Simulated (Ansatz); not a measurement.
Consider the ligand exchange at a Zn–F bond: `[F][Zn][Cl]` + `CNC` → `C[N](C)[Zn][Cl]` + H–F.

Calculated with Ansatz (gas phase, PBE0-D4/def2-TZVP geometries, no zero-point term in ΔE). CBS: MP2 limit from def2 TZ/QZ plus the TZ coupled-cluster correction, frozen cores. This one scheme is used for every species. DFT in def2-TZVPP. B3LYP here is the variant with VWN-RPA as its local correlation; programs differ in this. HSE06 is defined as in plane-wave codes. For Zn outer-core shells are correlated without core-valence functions, which leaves a few kJ/mol of doubt a bond. Scalar relativity is left out up to krypton. Each species was taken in one conformer, which may not be the lowest.

```json
{"level": "LDA (SPW92)", "ΔE (eV)": "0.44"}
{"level": "B97M-V", "ΔE (eV)": "0.73"}
{"level": "HSE06-D4", "ΔE (eV)": "0.58"}
{"level": "PBE-QIDH", "ΔE (eV)": "0.59"}
{"level": "PBE0", "ΔE (eV)": "0.64"}
{"level": "B3LYP", "ΔE (eV)": "0.72"}
{"level": "LC-ωPBE", "ΔE (eV)": "0.67"}
{"level": "CCSD/CBS(def2)", "ΔE (eV)": "0.67"}
```

Q: What does CCSD(T)/CBS give? (Best estimate.)

A: Computed: +0.62 eV. The listed levels differ from it by -0.18, 0.11, -0.04, -0.03, 0.02, 0.10, 0.05, 0.05 eV.

Largest T1 diagnostic among the species: 0.016.

In def2-TZVPP, CCSD(T) changes the Hartree–Fock value by −0.36 eV (the triples alone add −0.05 eV) and MP2 by −0.44 eV. Leaving LDA and LC-ωPBE aside and taking each functional with its dispersion term where it has one, the values, not all of them listed here, spread over 0.17 eV, from revPBE-D4 to B97M-V. LDA lies −0.18 eV from PBE without D4.
